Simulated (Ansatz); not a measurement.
Consider the redistribution: `[F][Ge][O][SiH3]` + `N[SiH](N)S` → `[NH2][Ge][O][SiH3]` + `N[SiH](F)S`.

Computed with Ansatz on PBE0-D4/def2-TZVP structures; ΔE is electronic, products minus reactants. CCSD(T)/CBS is the MP2 limit (def2-TZVPP, def2-QZVPP) plus CCSD(T) − MP2 in def2-TZVPP, frozen cores. For Ge outer-core shells are correlated without core-valence functions, which leaves a few kJ/mol of doubt a bond. Scalar relativity is left out up to krypton. One conformer a species, not always the lowest.

| species | CCSD(T)/CBS(def2) energy (Eh) |
| --- | --- |
| `[F][Ge][O][SiH3]` | -2542.06230 |
| `N[SiH](N)S` | -799.97278 |
| `[NH2][Ge][O][SiH3]` | -2498.15495 |
| `N[SiH](F)S` | -843.89255 |

(1) Work out ΔE.

(2) What do rigid-rotor, harmonic-oscillator terms from PBE0-D4/def2-TZVP frequencies (298.15 K, 1 bar) make of the CCSD(T)/CBS value? (Best estimate.)

Largest T1 diagnostic among the species: 0.015.

Answers

(1) ΔE = (-2498.15495) + (-843.89255) − (-2542.06230) − (-799.97278) = -0.01242 Eh = -7.8 kcal/mol.

(2) Computed: ΔZPE = +0.1 kcal/mol, ΔH = -7.8 kcal/mol, ΔS = 0 J/(mol·K), ΔG = -7.8 kcal/mol.

From BLYP to BHLYP (50 % exact exchange), in def2-TZVPP and without D4, ΔE moves by −1.2 kcal/mol. At CCSD(T), def2-SVP lies +0.8 kcal/mol from the extrapolated value and def2-TZVPP −0.3 kcal/mol.
